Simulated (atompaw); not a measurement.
**An all-electron radial function and its pseudo partner (Os (Z = 76))**

Columns: radius, all-electron u(r) and pseudo u(r) of the 5s shell (level -109.10 eV) of osmium in the configuration [Kr] 4d10 4f14 5s2 5p6 5d6 6s0 6p0; LDA (PW92), scalar-relativistic, PAW (atompaw) scheme, atompaw 4.2.0.5.

```csv
r (bohr),all-electron,pseudo
0.090,0.0762,0.2444
0.181,0.3071,0.4810
0.271,-0.4227,0.6948
0.362,-0.6453,0.8825
0.452,-0.3217,1.0336
0.542,0.1862,1.1466
0.633,0.6478,1.2201
0.723,0.9647,1.2529
0.813,1.1370,1.2484
0.904,1.1923,1.2103
0.994,1.1645,1.1452
1.085,1.0846,1.0587
1.175,0.9782,0.9594
1.265,0.8614,0.8524
1.356,0.7436,0.7413
1.446,0.6338,0.6337
1.537,0.5334,0.5334
1.627,0.4456,0.4456
1.717,0.3696,0.3696
1.808,0.3041,0.3041
1.898,0.2494,0.2494
1.988,0.2037,0.2037
2.079,0.1653,0.1653
2.169,0.1341,0.1341
2.260,0.1082,0.1082
2.350,0.0873,0.0873
```

Q: How many radial nodes do the two functions have?

A: The all-electron 5s function has n − l − 1 = 4 (the table is too coarse to show those close to the nucleus); the pseudo-wave has 0, since the states of the same l below it are removed with the core.

Q: At about which radius was the pseudo-wave matched?

A: 1.50 bohr, where the columns begin to agree (steps of 0.09 bohr).

Q: Is the pseudo-wave norm-conserving?

A: No, it belongs to a PAW set: the norm inside the radius is not constrained, and the difference is carried by the augmentation charge.
